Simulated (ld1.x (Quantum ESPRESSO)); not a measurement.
**Rb, PAW: configuration errors across variants**

```json
{"Element": "rubidium (Rb)", "Generator": "ld1.x (Quantum ESPRESSO) 7.5", "Type": "PAW", "Functional": "PBEsol", "Relativity": "scalar-relativistic", "Frozen core": "[Ar] 3d10", "Valence charge": "9", "Reference configuration": "4s2 4p6 5s0.75 5p0.25", "Partial waves": "4s (bound): rcut 1.90, rcutus 2.20 bohr; 5s (bound): rcut 1.90, rcutus 2.20 bohr; 4p (bound): rcut 2.35, rcutus 2.85 bohr; 5p (bound): rcut 2.35, rcutus 2.85 bohr; 4d channel at 0.05 Ry: rcut 2.65, rcutus 3.50 bohr; 4d channel at 1.55 Ry: rcut 2.65, rcutus 3.50 bohr", "Local potential": "all-electron potential smoothed inside 1.75 bohr (lloc = -2)", "Core correction": "Bessel-smoothed model core inside 1.85 bohr", "Augmentation charge": "GAUSS, radius 2.00 bohr"}
```

All-electron excitation energies from the reference (eV): (1) 4s2 4p6 5s1 5p0 -0.371; (2) 4s2 4p6 5s0 5p0 3.698; (3) 4s2 4p6 5s0.5 5p0 1.190.

The overlap operator is not positive definite (basis up to 400 Ry) in “base”, “waves 4s (bound): rcut 1.90, rcutus 2.62 bohr; 5s (bound): rcut 1.90, rcutus 2.62 bohr”, “all radii but the core radius scaled by about 0.93 (s 2.04, p 2.64, d 3.26 bohr, rcut 1.76/2.18/2.46); local potential all-electron potential smoothed inside 1.62 bohr (lloc = -2); augmentation GAUSS, radius 1.86 bohr”, “wave 4d channel at 1.55 Ry: rcut 2.65, rcutus 3.50 bohr becomes 4d channel at -0.07 Ry: rcut 2.65, rcutus 3.50 bohr”. Such files are unfit for use, however small their errors in these radial tests.

3 further variants failed, have other tests or too few solved ones, and are left out.

Errors AE − PS in meV (a dash: test not solved or not reliable):

| change | (1) | (2) | (3) | bound ghosts |
| --- | --- | --- | --- | --- |
| base | 0.0 | 0.0 | -0.1 | not determined (overlap not positive) |
| waves 4s (bound): rcut 1.90, rcutus 2.62 bohr; 5s (bound): rcut 1.90, rcutus 2.62 bohr | 0.0 | 0.0 | 0.0 | not determined (overlap not positive) |
| all radii but the core radius scaled by about 0.93 (s 2.04, p 2.64, d 3.26 bohr, rcut 1.76/2.18/2.46); local potential all-electron potential smoothed inside 1.62 bohr (lloc = -2); augmentation GAUSS, radius 1.86 bohr | 0.0 | -0.1 | 0.0 | not determined (overlap not positive) |
| wave 4d channel at 1.55 Ry: rcut 2.65, rcutus 3.50 bohr becomes 4d channel at -0.07 Ry: rcut 2.65, rcutus 3.50 bohr | 0.0 | +0.1 | -0.1 | not determined (overlap not positive) |

(1) Give the same row for: waves 4p (bound): rcut 2.35, rcutus 2.76 bohr; 5p (bound): rcut 2.35, rcutus 2.76 bohr.

Results:

(1) 0.0, +0.1, -0.1; bound ghosts: not determined (overlap not positive). Its overlap operator is not positive definite in a basis up to 400 Ry (lowest eigenvalue s -0.11, p -0.39), so the file is unfit for use: the generalised eigenproblem breaks down once the basis is large enough, and its test numbers describe a broken file.
